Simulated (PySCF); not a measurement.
Cl₂GaHS, SMILES [Ga]([SH])([Cl])[Cl]. Coordinates come from a PBE-D3(BJ)/def2-SVP optimisation. The structure was generated by enumeration; whether it is a known compound was not checked. Other conformers were not sampled.

Computed with PBE-D3(BJ)/def2-SVP (PySCF 2.14.0).

Harmonic wavenumbers (cm⁻¹): 103, 120, 127, 263, 349, 440, 447, 691, 2614. Rotational constants (GHz): 2.083, 2.048, 1.033; symmetry number 1.

Question: Work out the zero-point energy and the ideal-gas rigid-rotor harmonic-oscillator thermochemistry at 298.15 K and 1 atm.

Answer: ZPE = ½ Σ hcν = ½ × 5152 cm⁻¹ = 30.82 kJ/mol. H − E(el) = 50.18 kJ/mol. Entropy in J/(mol K): translation 173.07, rotation 120.00, vibration 59.68, total 352.74. G − E(el) = -54.99 kJ/mol. Cp = 86.50 J/(mol K). Modes under 150 cm⁻¹ make the vibrational entropy uncertain.
